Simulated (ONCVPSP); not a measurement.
**What one change does to a pseudopotential (rhodium, ONCV)**

ONCVPSP 4.0.1 input, shortened (lines: element, Z, core and valence counts, functional; n l f; lmax; l rc ep ncon nbas qcut; lloc lpopt rc5 dvloc0; l nproj debl; icmod fcfact rcfact), LDA (Perdew-Zunger), scalar-relativistic:

```
  Rh 45.00    6    3        3      upf
    1    0    2.00
    2    0    2.00
    2    1    6.00
    3    0    2.00
    3    1    6.00
    3    2   10.00
    4    0    2.00
    4    1    6.00
    4    2    6.00
    2
    0    1.65    0.00    4    8    9.40
    1    1.30    0.00    5    9    8.30
    2    2.05    0.00    5   10    6.60
    4    5    0.95    1.00
    0    3    1.50
    1    2    1.50
    2    2    0.80
    0    0.00    0.00
```

In the s channel the program set the typed energies aside and used -4.358, 0.050, 1.550 Ha. In the p channel the program set the typed energies aside and used -3.167, 0.250 Ha. In the d channel the program set the typed energies aside and used -1.460, 0.250 Ha.

Change: p: rc 1.02.

Cutoffs: the cutoffs (Ha) at which the residual kinetic energy of the hardest occupied pseudo-wave falls to 1 and 0.1 mHa per electron; they do not see the model core or the augmentation charge, which bear on the density cutoff. Errors are all-electron minus pseudo energies relative to the spin-unpolarised reference configuration.

Task: What does the change do?

Result: The potential gets harder (34 Ha and 132 Ha → 60 Ha and 181 Ha); the errors of the 4 common tests hardly move; neither file shows a bound ghost. A smaller radius makes the pseudo-wave follow the all-electron one further in, where it bends more sharply, so more plane waves are needed.

| quantity | base | changed |
| --- | --- | --- |
| cutoff, loose | 34 Ha | 60 Ha |
| cutoff, tight | 132 Ha | 181 Ha |
| loose cutoff by channel | s 26 Ha, p 34 Ha, d 19 Ha | s 26 Ha, p 60 Ha, d 19 Ha |
| bound ghosts | none | none |
| GHOST(+) flags under 300 eV | none | none |
| error for 4s2 4p6 4d8 5s1, meV [ΔE -60.29 eV] | +39 | +39 |
| error for 4s2 4p6 4d8, meV [ΔE -52.50 eV] | +54 | +54 |
| error for 4s2 4p6 4d7, meV [ΔE -32.74 eV] | +23 | +23 |
| error for 4s2 4p6 4d7 5s1, meV [ΔE -48.95 eV] | +17 | +17 |
| s: phases at 1.67 bohr within 0.05 rad from the reference energy up to (Ha; the scan ends near 5) | to the end of the scan | to the end of the scan |
| d: phases at 2.08 bohr within 0.05 rad from the reference energy up to (Ha; the scan ends near 5) | to the end of the scan | to the end of the scan |
